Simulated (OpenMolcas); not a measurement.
**Sc2+: effect of the active space**

```
Program             : OpenMolcas
Method              : SS-CASPT2 or its RAS form, IPEA 0.25 Eh, imaginary shift 0.1 Eh
Basis               : ANO-RCC-VDZP
Scalar Hamiltonian  : DKH2, point nucleus
Spin-orbit coupling : RASSI with atomic mean-field integrals over the reference wave functions, term energies averaged over their components
```

A. 1 electron in 6 orbitals (3d 4s); 2S+1 = 2 even, 6 roots; closed shells correlated: 3s 3p; CASPT2 step about 0.6 core-seconds
B. 1 electron in 9 orbitals (RAS2 3d 4s; RAS3 4p, at most 1 electron); 2S+1 = 2 even, 6 roots; 2S+1 = 2 odd, 3 roots; closed shells correlated: 3s 3p; CASPT2 step of the order of 2 core-seconds

Energies in cm-1 above 3d 2D 3/2, the measured ground level; measured values from Sugar and Corliss, J. Phys. Chem. Ref. Data 9, 473 (1980).

```json
{"Level": "3d 2D 3/2", "A": "0.0", "B": "0.0", "Measured": "0.0"}
{"Level": "3d 2D 5/2", "A": "195", "B": "195", "Measured": "198"}
{"Level": "4s 2S 1/2", "A": "23702", "B": "23717", "Measured": "25539"}
```

Deviations, from unrounded energies. A percentage is the sum of absolute deviations over the sum of measured energies, with the sign that they share, or ± where signs differ.

```json
{"Against measurement": "mean absolute deviation (cm-1)", "Levels": "2", "A": "920", "B": "910"}
{"Against measurement": "fine structure of the ground term (%)", "Levels": "1", "A": "-1.2", "B": "-1.2"}
{"Against measurement": "other configurations (%)", "Levels": "1", "A": "-7.2", "B": "-7.1"}
```

A, B lie about equally close to measurement. The largest miss of B in the table is 4s 2S 1/2, by -1800 cm-1. The ranking rests on the paired levels alone, and a cruder setting can come out closer through cancelling errors.

Between A and B the level of the table that moves most is 4s 2S 1/2, by 16 cm-1 (lowest in A, highest in B).

With one active electron, CASPT2 adds the correlation within the correlated inactive shells and between them and that electron, and leaves the splitting within a term as the reference gives it. Computed and measured levels are paired by configuration, term and J; levels that our copy of the source lacks, or whose pairing is in doubt (as where it misses far off the trend of its configuration), stay unpaired and out of the deviations. Levels of configurations outside the active space are missing. Levels that lie high or do not pair safely by name in every column are left out.
